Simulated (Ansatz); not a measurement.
Born–Oppenheimer molecular dynamics of AlBFH$_{5}$O (9 atoms, charge 0, multiplicity 1). It starts at the highest image of a converged band. Of that band: The profile has 2 maxima (images 2, 6) with wells between them (image 3): this band takes more than one step, which may be the mechanism or a detour left from its start path. A vibrational analysis at the climbing image gives one clearly imaginary mode, 908i cm⁻¹: a first-order saddle point.

These are results of RKS B3LYP-D4/def2-SVP (Ansatz), not measurements.

```
ensemble                      : NVE (velocity Verlet)
time step                     : 0.5 fs
steps asked                   : 200
starting velocities drawn for : 300 K
seed                          : 8434
```

First frame:

```xyz
9
Properties=species:S:1:pos:R:3
B -0.126 -0.141 0.105
F 0.510 -0.102 1.635
H 0.755 0.177 -0.658
H -1.167 0.470 0.133
O -0.262 -1.618 0.321
Al -0.792 -3.086 -0.424
H -0.624 -4.375 0.464
H -1.379 -3.006 -1.881
H 0.253 -1.157 1.402
```

(1) How far do the bonds stretch over the last three quarters of this one trajectory? (Pairs bonded in most of those frames.)

Results:

(1) 
```
  bond  mean (Å)  spread (Å)  shortest  longest
 B1–F2     1.380       0.093      1.24     1.56
 B1–H3     1.214       0.016      1.19     1.24
 B1–H4     1.214       0.022      1.17     1.25
O5–Al6     1.753       0.074      1.64     1.87
 O5–H9     0.974       0.013      0.95     1.00
Al6–H7     1.578       0.030      1.54     1.63
Al6–H8     1.571       0.006      1.56     1.58
```

Mean temperature of the second half: 545 K. The conserved energy stayed within 0.14 meV per atom of its start (net change 0.082 meV per atom), so the integration is sound. The kinetic energy rose, since the run started high on the potential surface and went downhill. It ends in pieces (AlH3O + BFH2), so much of that is their flight and rotation, not heat. A run of 0.1 ps of so small a system gives no equilibrium averages. The orbitals stay closed-shell, which can raise the energy where a bond breaks towards radicals; this wasn't checked here.

The run took 5.7 min on 2 threads of Arm Neoverse V1, on a shared host, peak memory 0.16 GiB.
